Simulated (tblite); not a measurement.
Species: C₂H₇NOSi.
Z-matrix (Å and degrees, GFN2-xTB geometry), rows numbered from 1:
```
C 
C   1  1.4930
N   2  1.2476  1  128.13
Si  3  1.7245  2  136.32  1     2.66
O   4  1.6251  3  106.43  2  -137.46
H   1  1.0890  2  109.52  3   122.05
H   1  1.0857  2  110.85  3     0.71
H   1  1.0891  2  109.29  3  -120.29
H   2  1.0945  1  114.42  3  -179.89
H   4  1.4588  3  120.89  2   -23.40
H   4  1.4636  3  102.99  2   104.00
H   5  0.9535  4  119.52  3   -37.33
```

All values are computed: GFN2-xTB (tblite) harmonic vibrations without scaling, gas phase. Errors from tens to a few hundred cm⁻¹ against measured bands are possible. Modes of hydrogen on silicon can be 10 to 20 % off. One conformer, not necessarily the lowest.

Harmonic wavenumbers (cm⁻¹): 48.8, 105.7, 160.1, 200.9, 259.5, 344.5, 504.6, 569.7, 617.2, 720.0, 752.4, 792.7, 796.5, 842.1, 899.9, 978.9, 1013.9, 1105.6, 1340.4, 1374.3, 1458.8, 1460.0, 1789.2, 2236.0, 2283.5, 2890.9, 3008.7, 3019.7, 3065.0, 3674.7.

A = 11183, B = 2010, C = 1874 MHz; mass 89.030 u (most abundant isotopes); point group C1, symmetry number 1.

Zero-point energy?

½Σν̃ = 19157 cm⁻¹ = 54.77 kcal/mol.

Entropy at 298.15 K, 1 bar (ideal gas, RRHO, classical rotation)?

Translation 39.40, rotation 26.44, vibration 18.91: S = 84.7 cal/(mol K).

And Cp and H(298.15 K) − H(0)?

Cp = 27.69 cal/(mol K), of which vibrations give 19.74 (their classical limit is 30 R = 59.6); H(298.15 K) − H(0) = 5.35 kcal/mol without the zero-point energy, 2.98 from vibrations.

How do the functions run with temperature in this model?

```json
{"T (K)": "100", "S (cal/(mol K))": "62.7", "Cp (cal/(mol K))": "15.0", "H − H(0) (kcal/mol)": "1.13", "G − H(0) (kcal/mol)": "-5.14", "ln q(vib)": "1.13"}
{"T (K)": "200", "S (cal/(mol K))": "75.0", "Cp (cal/(mol K))": "21.3", "H − H(0) (kcal/mol)": "2.94", "G − H(0) (kcal/mol)": "-12.07", "ln q(vib)": "2.83"}
{"T (K)": "300", "S (cal/(mol K))": "84.9", "Cp (cal/(mol K))": "27.8", "H − H(0) (kcal/mol)": "5.40", "G − H(0) (kcal/mol)": "-20.08", "ln q(vib)": "4.52"}
{"T (K)": "500", "S (cal/(mol K))": "101.7", "Cp (cal/(mol K))": "38.2", "H − H(0) (kcal/mol)": "12.06", "G − H(0) (kcal/mol)": "-38.79", "ln q(vib)": "7.85"}
{"T (K)": "800", "S (cal/(mol K))": "121.9", "Cp (cal/(mol K))": "47.8", "H − H(0) (kcal/mol)": "25.08", "G − H(0) (kcal/mol)": "-72.47", "ln q(vib)": "12.51"}
{"T (K)": "1000", "S (cal/(mol K))": "133.1", "Cp (cal/(mol K))": "52.1", "H − H(0) (kcal/mol)": "35.09", "G − H(0) (kcal/mol)": "-97.99", "ln q(vib)": "15.34"}
```

q(vib) and H(0) count from the zero-point level.

What must be added to the electronic energy to get the Gibbs energy at 298.15 K and 1 bar?

ZPE + [H(298.15 K) − H(0)] − T·S = 54.77 + 5.35 − 25.27 = 34.85 kcal/mol.

Which modes carry the vibrational entropy at 298.15 K?

48.8 cm⁻¹: 4.87; 105.7 cm⁻¹: 3.35; 160.1 cm⁻¹: 2.55; 200.9 cm⁻¹: 2.12; 259.5 cm⁻¹: 1.67; 344.5 cm⁻¹: 1.19 cal/(mol K); the other 24 give 3.17 together.

Hindered rotation and anharmonicity are outside this model. Other conformers, if any are populated, would add a mixing term that is left out. The structure is chiral; the term R ln 2 for an equal mix with its mirror image is left out.
